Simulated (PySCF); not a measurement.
Geometries of 2 isomers of C6H6N2O2, from PBE0-D3(BJ)/def2-SVP geometry optimisation, gas phase in PySCF. One conformer each, no zero-point energy, no frequencies.

Task: Which is lower in electronic energy at this level?
A.
```xyz
16
angstrom
C      2.462   -0.517    0.135
O      1.143   -0.307    0.569
C      0.230   -0.069   -0.458
C      0.533    1.198   -1.168
N      0.799    2.183   -1.712
C     -1.148   -0.030    0.114
C     -1.682    0.885    1.067
N     -2.916    0.592    1.373
O     -3.233   -0.513    0.637
C     -2.192   -0.878   -0.102
H      3.065   -0.719    1.030
H      2.531   -1.385   -0.547
H      2.874    0.370   -0.380
H      0.276   -0.872   -1.224
H     -1.196    1.742    1.535
H     -2.326   -1.754   -0.736
```
B.
```xyz
16
angstrom
C     -2.960   -0.494    0.075
O     -1.548   -0.589   -0.033
C     -0.873    0.545    0.150
O     -1.389    1.606    0.387
C      0.599    0.344    0.028
C      1.194   -0.880   -0.236
C      2.588   -0.892   -0.313
N      3.339    0.192   -0.148
N      2.774    1.355    0.102
C      1.453    1.441    0.189
H     -3.251   -0.209    1.097
H     -3.353    0.259   -0.622
H     -3.354   -1.487   -0.169
H      0.599   -1.784   -0.375
H      3.137   -1.815   -0.518
H      1.038    2.432    0.399
```

Result: B. That is `O(C(c1cnncc1)=O)C`, 46.3 kcal/mol below the other.

```tsv
SMILES	atoms numbered as above	E (Eh)	relative (kcal/mol)	relative (kJ/mol)	dipole (D)
COC(=O)c1ccnnc1	[CH3:1][O:2][C:3](=[O:4])[c:5]1[cH:6][cH:7][n:8][n:9][cH:10]1	-491.26374	0.0	0.0	5.17
CO[C@H](C#N)c1cnoc1	[CH3:1][O:2][C@H:3]([C:4]#[N:5])[c:6]1[cH:7][n:8][o:9][cH:10]1	-491.18991	46.3	193.8	4.16
```

As drawn, the lower has a C=O bond, an N–N linkage and a C(=O)–O unit, which the higher lacks; the higher has a C≡N group and an N–O linkage, which the lower lacks.
